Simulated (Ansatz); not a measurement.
Input for Ansatz (development build ahead of 0.2.0):

```yaml
crystal:
  periodic: [false, false, false]
  atoms:
    - { symbol: Ga, position_ang: [0.0, 0.0, 0.0] }
    - { symbol: H, position_ang: [0.0, 0.0, 4.284] }
    - { symbol: S, position_ang: [0.0, 5.7605, -2.6862] }
    - { symbol: F, position_ang: [3.9337, -2.2712, -2.1182] }
basis:
  gaussian: { orbitals: pcseg-2 }
magnetization:
  spin_polarized: true
  initial_magnetization: 1
hamiltonian:
  xc: pbe0
```

The input is written out in the form of the current development build from the run's settings.

Results

- Converged: yes
- Total energy: -2422.78197 hartree
- Spin squared of the determinant: 2.238
- Stability test: minimum

Caution: charge can spread falsely over distant fragments; the unrestricted determinant is a mixture of spin states.
